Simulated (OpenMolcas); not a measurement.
Multiconfigurational calculation on Ni3+

Ni3+ among 3 point charges of -3 e arranged as a planar triangle (D3h), 2.18 Å from the ion.

Input:

```
&GATEWAY
Coord
1

Ni 0.0 0.0 0.0
Basis=ANO-RCC-VDZP
Group=NoSym
NoMove
AngMom=0.0 0.0 0.0
AMFI
XField
3 Angstrom 0
2.180000 0.000000 0.000000 -3.000000
-1.090000 1.887935 0.000000 -3.000000
-1.090000 -1.887935 0.000000 -3.000000
&SEWARD
* reference wave functions (RASSCF and RASSI steps not shown): 7 electrons in 5 orbitals (3d)
>>> COPY JOB001 $Project.JobIph
&CASPT2
Multistate=10 1 2 3 4 5 6 7 8 9 10
NoMult
Frozen=5
IPEA=0.25
Imaginary=0.1
MaxIter=60
WThr=0.0 0.3 0.05
PrWF=0.5
NoMix
>>> COPY JOB002 $Project.JobIph
&CASPT2
Multistate=40 1 2 3 4 5 6 7 8 9 10 11 12 13 14 15 16 17 18 19 20 21 22
23 24 25 26 27 28 29 30 31 32 33 34 35 36 37 38 39 40
NoMult
Frozen=5
IPEA=0.25
Imaginary=0.1
MaxIter=60
WThr=0.0 0.3 0.05
PrWF=0.5
NoMix
```

Output, cut to the results:

```
--- CASPT2 ---
Orbital specifications:
      -----------------------

      Symmetry species                           1
                                                 a
      Frozen orbitals                            5
      Inactive orbitals                          4
      Active orbitals                            5
      Secondary orbitals                        20
      Deleted orbitals                           0
      Number of basis functions                 34
Type of calculation                        SS-CASPT2
      Fock operator                              state-specific
      IPEA shift                                 0.25
      Real shift                                 0.00
      Imaginary shift                            0.10
      The input orbitals will be transformed to quasi-canonical
Reference energy:       -1523.5281644603
      E2 (Non-variational):      -0.3693718227
      Shift correction:          -0.0000848783
      E2 (Variational):          -0.3694567010
      Total energy:           -1523.8976211613
      Residual norm:              0.0000009358
      Reference weight:           0.95187
      Contributions to the CASPT2 correlation energy
      Active & Virtual Only:         -0.1477329857
      One Inactive Excited:          -0.1646110054
      Two Inactive Excited:          -0.0570278316
Reference energy:       -1523.5252303212
      E2 (Non-variational):      -0.3716388683
      Shift correction:          -0.0000876700
      E2 (Variational):          -0.3717265383
      Total energy:           -1523.8969568595
      Residual norm:              0.0000008705
      Reference weight:           0.95110
      Contributions to the CASPT2 correlation energy
      Active & Virtual Only:         -0.1491830099
      One Inactive Excited:          -0.1651527344
      Two Inactive Excited:          -0.0573031241
::    CASPT2 Root  1     Total energy:  -1523.89762116
::    CASPT2 Root  2     Total energy:  -1523.89695686
::    CASPT2 Root  3     Total energy:  -1523.89695678
::    CASPT2 Root  4     Total energy:  -1523.87965510
::    CASPT2 Root  5     Total energy:  -1523.88004737
::    CASPT2 Root  6     Total energy:  -1523.87330788
::    CASPT2 Root  7     Total energy:  -1523.87330903
::    CASPT2 Root  8     Total energy:  -1523.81102356
::    CASPT2 Root  9     Total energy:  -1523.81102290
::    CASPT2 Root 10     Total energy:  -1523.75692186
--- CASPT2 ---
Orbital specifications:
      -----------------------

      Symmetry species                           1
                                                 a
      Frozen orbitals                            5
      Inactive orbitals                          4
      Active orbitals                            5
      Secondary orbitals                        20
      Deleted orbitals                           0
      Number of basis functions                 34
Type of calculation                        SS-CASPT2
      Fock operator                              state-specific
      IPEA shift                                 0.25
      Real shift                                 0.00
      Imaginary shift                            0.10
      The input orbitals will be transformed to quasi-canonical
Reference energy:       -1523.4281060525
      E2 (Non-variational):      -0.3778172550
      Shift correction:          -0.0000869260
      E2 (Variational):          -0.3779041810
      Total energy:           -1523.8060102335
      Residual norm:              0.0000004028
      Reference weight:           0.95039
      Contributions to the CASPT2 correlation energy
      Active & Virtual Only:         -0.1503314187
      One Inactive Excited:          -0.1695811273
      Two Inactive Excited:          -0.0579047090
Reference energy:       -1523.4281060525
      E2 (Non-variational):      -0.3778034822
      Shift correction:          -0.0000870299
      E2 (Variational):          -0.3778905121
      Total energy:           -1523.8059965645
      Residual norm:              0.0000003997
      Reference weight:           0.95038
      Contributions to the CASPT2 correlation energy
      Active & Virtual Only:         -0.1502809545
      One Inactive Excited:          -0.1696178293
      Two Inactive Excited:          -0.0579046984
::    CASPT2 Root  1     Total energy:  -1523.80601023
::    CASPT2 Root  2     Total energy:  -1523.80599656
::    CASPT2 Root  3     Total energy:  -1523.80407829
::    CASPT2 Root  4     Total energy:  -1523.80405588
::    CASPT2 Root  5     Total energy:  -1523.79891659
::    CASPT2 Root  6     Total energy:  -1523.79894905
::    CASPT2 Root  7     Total energy:  -1523.79418204
::    CASPT2 Root  8     Total energy:  -1523.79418230
::    CASPT2 Root  9     Total energy:  -1523.79551725
::    CASPT2 Root 10     Total energy:  -1523.79552410
::    CASPT2 Root 11     Total energy:  -1523.79407170
::    CASPT2 Root 12     Total energy:  -1523.79370611
::    CASPT2 Root 13     Total energy:  -1523.79370606
::    CASPT2 Root 14     Total energy:  -1523.78871214
::    CASPT2 Root 15     Total energy:  -1523.77200022
::    CASPT2 Root 16     Total energy:  -1523.77201158
::    CASPT2 Root 17     Total energy:  -1523.77082616
::    CASPT2 Root 18     Total energy:  -1523.75818258
::    CASPT2 Root 19     Total energy:  -1523.75816333
::    CASPT2 Root 20     Total energy:  -1523.75940991
::    CASPT2 Root 21     Total energy:  -1523.75945279
::    CASPT2 Root 22     Total energy:  -1523.74769791
::    CASPT2 Root 23     Total energy:  -1523.74769786
::    CASPT2 Root 24     Total energy:  -1523.74697279
::    CASPT2 Root 25     Total energy:  -1523.74935464
::    CASPT2 Root 26     Total energy:  -1523.74938525
::    CASPT2 Root 27     Total energy:  -1523.74983039
::    CASPT2 Root 28     Total energy:  -1523.74983079
::    CASPT2 Root 29     Total energy:  -1523.68693701
::    CASPT2 Root 30     Total energy:  -1523.68691157
```

Spin-orbit levels above the lowest (labels of D3, the rotations of D3h), with the averaged single-state CASPT2 energies on the diagonal:

| E (cm-1) | Degeneracy | Label | 2S+1 | g |
| --- | --- | --- | --- | --- |
| 0 | 2 | E1/2 | 4 | 1.64 6.56 6.56 |
| 190 | 2 | E3/2 | 4 | 0.00 0.00 4.86 |
| 650 | 2 | E1/2 | 4 | 0.00 0.00 7.94 |
| 1400 | 2 | E1/2 | 4 | 2.02 4.44 4.44 |
| 1690 | 2 | E3/2 | 4 | 0.00 0.00 5.07 |
| 2330 | 2 | E1/2 | 4 | 1.93 1.93 2.30 |
| 3950 | 2 | E1/2 | 4 | 0.00 0.00 9.85 |
| 4590 | 2 | E1/2 | 4 | 0.00 0.00 5.91 |
| 5130 | 2 | E3/2 | 4 | 0.00 0.00 11.99 |
| 5210 | 2 | E3/2 | 4 | 0.00 0.00 1.98 |
| 5800 | 2 | E1/2 | 4 | 0.04 0.04 1.96 |
| 6120 | 2 | E1/2 | 4 | 0.00 0.00 8.14 |
| 6930 | 2 | E1/2 | 4 | 0.00 0.00 4.15 |
| 7630 | 2 | E3/2 | 4 | 0.00 0.00 0.09 |
| 19620 | 2 | E1/2 | 4 | 0.00 0.00 8.00 |
| 19700 | 2 | E3/2 | 4 | 0.00 0.00 4.00 |
| 19890 | 2 | E1/2 | 4 | 0.52 2.20 2.20 |
| 20230 | 2 | E1/2 | 4 | 2.28 2.28 3.41 |
| 20620 | 2 | E3/2 | 2 | 0.00 0.00 9.80 |
| 20740 | 2 | E1/2 | 2 | 0.04 0.04 6.88 |

Roots that are degenerate in the reference are averaged as groups; the widest CASPT2 spread within a group is 86 cm-1 (the 2-fold group of multiplicity 4 near 3900 cm-1 above the lowest state of its run). Shifts and gaps below about the spread of the groups concerned are not significant. Spin-orbit coupling mixes the spin-free states strongly: the lowest level takes only 56 % from its leading state, 4A2. Point charges give a weaker field than real ligands, and real ions of this kind are often low spin; the high spin found here belongs to the model. Free-ion shares, where given, are those of the reference states; single-state CASPT2 does not remix them. This is an electrostatic model: the charges have no orbitals. No measured value stands beside these numbers.
